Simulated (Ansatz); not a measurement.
A nudged elastic band was laid between two geometries of H5N2PSi (9 atoms, charge 0, multiplicity 1).

Method: RKS PBE/def2-SVP in Ansatz 0.2.0.

```json
{
 "movable images": "7",
 "climbing image": "yes",
 "spring": "5.0 eV/Å²",
 "optimiser": "quadratic models (default)",
 "start path": "through a guess of the saddle point",
 "force threshold": "0.05 eV/Å",
 "iteration limit": "60",
 "end points": "relaxed"
}
```

Image 0:

```xyz
9
Properties=species:S:1:pos:R:3
N -1.021 1.250 -0.319
Si 0.402 0.432 0.224
N 0.863 -0.948 -0.682
P 0.698 -1.656 0.998
H -1.804 0.697 -0.679
H -1.354 2.065 0.204
H 1.371 1.480 0.681
H 1.607 -1.237 -1.321
H -0.674 -2.130 0.877
```

Image 8:

```xyz
9
Properties=species:S:1:pos:R:3
N -1.023 1.252 -0.317
Si 0.399 0.429 0.222
N 0.851 -0.953 -0.691
P 0.698 -1.657 0.996
H -1.353 2.066 0.208
H -1.805 0.703 -0.683
H 1.374 1.473 0.677
H 1.618 -1.225 -1.310
H -0.672 -2.134 0.881
```

Problem. Which bonds break or form, and what moves?

Solution. No bond is made or broken. The dihedral H6–N1–Si2–P4 goes from 116 to -26°. The two ends are copies of one structure, up to a mirror image or an exchange of like atoms.

Problem. Give the energies along the band, and the barrier.

Solution. The run converged. The highest image is number 5 of 0 to 8, 0.131 eV above the ends, which have the same energy within 2 meV. A vibrational analysis at the climbing image gives one clearly imaginary mode, 227i cm⁻¹: a first-order saddle point.

```
image  path coordinate (Å)  energy (eV)  dihedral H6–N1–Si2–P4 (°)
    0                 0.00        0.000                        116
    1                 0.46        0.023                        145
    2                 0.91        0.043                       -175
    3                 1.37        0.068                       -151
    4                 1.82        0.108                       -125
    5                 2.28        0.131                       -100
    6                 2.82        0.095                        -71
    7                 3.36        0.029                        -45
    8                 3.90        0.000                        -26
```

Problem. What is the geometry of the highest image?

Solution. 
```xyz
9
Properties=species:S:1:pos:R:3
N -1.064 1.319 -0.126
Si 0.424 0.485 0.227
N 0.809 -0.948 -0.710
P 0.638 -1.585 1.006
H -1.876 1.043 0.433
H -1.336 1.334 -1.115
H 1.545 1.429 0.521
H 1.709 -1.157 -1.156
H -0.759 -1.968 0.903
```

Problem. What are the harmonic wavenumbers there?

Solution. 227i, 183, 270, 364, 453, 485, 523, 623, 648, 769, 810, 829, 863, 910, 1025, 1491, 2197, 2229, 3463, 3489, 3557 cm⁻¹.

Time of the run: 3.4 min on 1 thread of Intel(R) Xeon(R) Platinum 8488C (Sapphire Rapids), on a shared host, peak memory 0.14 GiB.
